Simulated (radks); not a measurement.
The erbium ion Er64+, configuration 1s1.5 2s2 3s0.5 (fractional occupations, a model configuration).

Calculated with a radial shooting solver on a logarithmic mesh with Libxc functionals: scalar-relativistic Kohn-Sham, r2SCAN, spin-polarised, spherical densities, finite nucleus; open shells are filled with parallel spins first (spin-orbit coupling, left out, can overturn this in heavy ions); meta-GGA in the generalised Kohn-Sham scheme; Fermi nuclear charge, rms radius 5.2516 fm.

Energy parts (hartree):
| part | energy |
|---|---|
| total | -5021.0942 |
| kinetic | 5720.4444 |
| electron-nucleus | -10826.8160 |
| Hartree | 133.2601 |
| exchange-correlation | -47.9826 |

Orbitals (lengths in bohr, moments of r in powers of bohr):
orbital,occ.,eigenvalue (hartree),<1/r>
1s up,1,-2402.182,78.01
1s down,0.5,-2395.703,77.93
2s up,1,-589.4239,19.12
2s down,1,-588.8482,19.10
2p up,0,-554.9127,17.64
2p down,0,-554.0558,17.60
3s up,0.5,-252.7471,8.089
3s down,0,-249.0684,8.200
4s up,0,-137.0359,4.479

The highest occupied level is 3s up at -6877.6 eV. The configuration is held as typed, so some empty levels lie below it. Summed over all electrons, <r^2> = 0.03752 bohr^2, which gives a Langevin (diamagnetic) susceptibility term of -0.0297 x 10^-6 cm^3/mol. The electron density at the nucleus is 7.205e+05 e/bohr^3 (large components only). The density falls to 0.001 e/bohr^3 at r = 0.49 bohr. The spin density at the nucleus is 208374 e/bohr^3 (1s 200054, 2s 183, 3s 8137).
